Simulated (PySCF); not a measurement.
**Electron correlation in O (oxygen, neutral)**

[He] 2s2 2p4, high-spin 3P determinant. All numbers are calculated (PySCF 2.14, the spin-free X2C one-electron Hamiltonian (Gaussian nucleus), in x2c-TZVPPall (5s3p2d1f, 31 functions)). Frozen: 1s2; 6 electrons correlated.

MP2 pair energies summed by pair of shells (mhartree):

```
 pair  energy  share (%)
2p-2p  -66.66       47.0
2s-2p  -64.89       45.8
2s-2s  -10.22        7.2
```

Total MP2 correlation energy: -141.77 mhartree.

Same-spin part -34.92 and opposite-spin part -106.85 mhartree; SCS-MP2 scales them by 1/3 and 6/5 to -139.86 mhartree.
